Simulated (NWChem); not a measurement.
Isomers of C$_{2}$H$_{6}$BFO, each optimised at B3LYP/6-31G* with NWChem, gas phase unless a solvent is named. Flexible species stand in one conformer each, which need not be the lowest. Pople sets run with spherical d functions. Relative energies count from the lowest isomer at each level and are electronic, without zero-point energy, on those geometries.

A: CCB(O)F
B: CB(F)CO
C: CB(O)CF

```csv
quantity,A,B,C
"relative energy, PBE/def2-TZVP (kcal/mol)",0.0,42.7,…
"relative energy, BLYP/def2-TZVP (kcal/mol)",0.0,42.3,…
"relative energy, Hartree-Fock/def2-TZVP (kcal/mol)",0.0,44.6,…
"orbital gap (eV), B3LYP/6-31G*",9.70,7.46,…
"highest harmonic frequency (cm⁻¹), B3LYP/6-31G*",3795,3744,…
```

Problem. Some entries are withheld; supply them.

Solution. 
- relative energy, PBE/def2-TZVP (kcal/mol), C: 41.1
- relative energy, BLYP/def2-TZVP (kcal/mol), C: 40.6
- relative energy, Hartree-Fock/def2-TZVP (kcal/mol), C: 45.6
- orbital gap (eV), B3LYP/6-31G*, C: 8.52
- highest harmonic frequency (cm⁻¹), B3LYP/6-31G*, C: 3674
